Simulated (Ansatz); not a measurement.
## What each rung costs, and what it gives

Saddle point of AlHBrClF₂, singlet (AlClF₂ ([F][Al]([F])[Cl]) + HBr → AlBrF₂ ([F][Al]([F])[Br]) + HCl (still joined by a long Al–Cl bond); bonds formed: Cl2–H5; dative contacts that become bonds: Al1–Br6; bonds broken: H5–Br6; bonds weakened to dative contacts: Al1–Cl2), PBE0-D4/def2-TZVP structure:

```csv
atom,x (Å),y (Å),z (Å)
Al1,-0.4275,-0.4523,0.2520
Cl2,-0.6444,1.6131,-0.5654
F3,-1.0835,-1.5765,-0.7396
F4,-0.6827,-0.5026,1.8675
H5,0.8956,1.0863,-0.5851
Br6,1.9425,-0.1681,-0.2294
```

Barriers are electronic and count from the start structure reached by relaxing down the imaginary mode.

Program: Ansatz 0.2.0. Basis: as named in each row. Cores are frozen in the correlated methods. Filled d shells of the heavier atoms are correlated. The def2 sets are not built for correlating such inner shells, so the correlated values are less sure here. B3LYP uses VWN-RPA correlation. Extrapolation: Hartree–Fock as exp(−7.88 √X), correlation as X^−2.97.

Times are rough, for one single point on 4 threads of a shared host (Intel Xeon).

The estimate by CCSD(T) at an estimated basis limit (MP2 extrapolated from triple and quadruple zeta, plus CCSD(T) − MP2 in triple zeta) is 0.367 eV.

```json
{"method": "HF", "basis": "STO-3G", "time (s)": "under 1", "barrier (eV)": "0.819", "method less estimate": "0.452"}
{"method": "PBE-D4", "basis": "STO-3G", "time (s)": "under 1", "barrier (eV)": "-0.205", "method less estimate": "-0.572"}
{"method": "SPW92", "basis": "def2-SVP", "time (s)": "1", "barrier (eV)": "-0.172", "method less estimate": "-0.539"}
{"method": "PBE-D4", "basis": "def2-SVP", "time (s)": "2", "barrier (eV)": "0.025", "method less estimate": "-0.342"}
{"method": "SPW92", "basis": "def2-TZVPP", "time (s)": "2", "barrier (eV)": "-0.090", "method less estimate": "-0.457"}
{"method": "PBE0-D4", "basis": "def2-SVP", "time (s)": "2", "barrier (eV)": "0.172", "method less estimate": "-0.195"}
{"method": "B3LYP-D4", "basis": "6-31G", "time (s)": "2", "barrier (eV)": "0.465", "method less estimate": "0.098"}
{"method": "PBE-D4", "basis": "def2-TZVPP", "time (s)": "3", "barrier (eV)": "0.080", "method less estimate": "-0.286"}
{"method": "BLYP-D4", "basis": "def2-TZVPP", "time (s)": "3", "barrier (eV)": "0.208", "method less estimate": "-0.159"}
{"method": "r2SCAN-D4", "basis": "def2-TZVPP", "time (s)": "6", "barrier (eV)": "0.154", "method less estimate": "-0.213"}
{"method": "BHLYP-D4", "basis": "def2-TZVPP", "time (s)": "6", "barrier (eV)": "0.441", "method less estimate": "0.075"}
{"method": "PBE0-D4", "basis": "def2-TZVPP", "time (s)": "6", "barrier (eV)": "0.199", "method less estimate": "-0.168"}
{"method": "B3LYP-D4", "basis": "def2-TZVPP", "time (s)": "6", "barrier (eV)": "0.294", "method less estimate": "-0.073"}
{"method": "CAM-B3LYP-D4", "basis": "def2-TZVPP", "time (s)": "6", "barrier (eV)": "0.360", "method less estimate": "-0.006"}
{"method": "wB97M-V", "basis": "def2-SVP", "time (s)": "8", "barrier (eV)": "0.299", "method less estimate": "-0.068"}
{"method": "r2SCAN0-D4", "basis": "def2-TZVPP", "time (s)": "8", "barrier (eV)": "0.241", "method less estimate": "-0.126"}
{"method": "RPA on PBE", "basis": "def2-TZVPP", "time (s)": "8", "barrier (eV)": "0.390", "method less estimate": "0.023"}
{"method": "B2PLYP", "basis": "def2-TZVPP", "time (s)": "8", "barrier (eV)": "0.334", "method less estimate": "-0.033"}
{"method": "B97M-V", "basis": "def2-TZVPP", "time (s)": "9", "barrier (eV)": "0.339", "method less estimate": "-0.028"}
{"method": "CCSD(T)", "basis": "def2-SVP", "time (s)": "9", "barrier (eV)": "0.437", "method less estimate": "0.070"}
{"method": "PBE-QIDH", "basis": "def2-TZVPP", "time (s)": "10", "barrier (eV)": "0.293", "method less estimate": "-0.074"}
{"method": "wB97X-V", "basis": "def2-TZVPP", "time (s)": "12", "barrier (eV)": "0.382", "method less estimate": "0.015"}
{"method": "wB97M-V", "basis": "def2-TZVPP", "time (s)": "13", "barrier (eV)": "0.361", "method less estimate": "-0.005"}
{"method": "MP2", "basis": "def2-QZVPP", "time (s)": "35", "barrier (eV)": "0.295", "method less estimate": "-0.071"}
{"method": "CCSD(T)", "basis": "def2-TZVPP", "time (s)": "160", "barrier (eV)": "0.393", "method less estimate": "0.026"}
```

All methods are single points on the PBE0-D4 structures; a negative value means that the method puts the saddle structure below the start.

The T1 diagnostic stays at or below 0.010.

Labels in which every atom is bracketed show which atoms are joined, not bond orders.
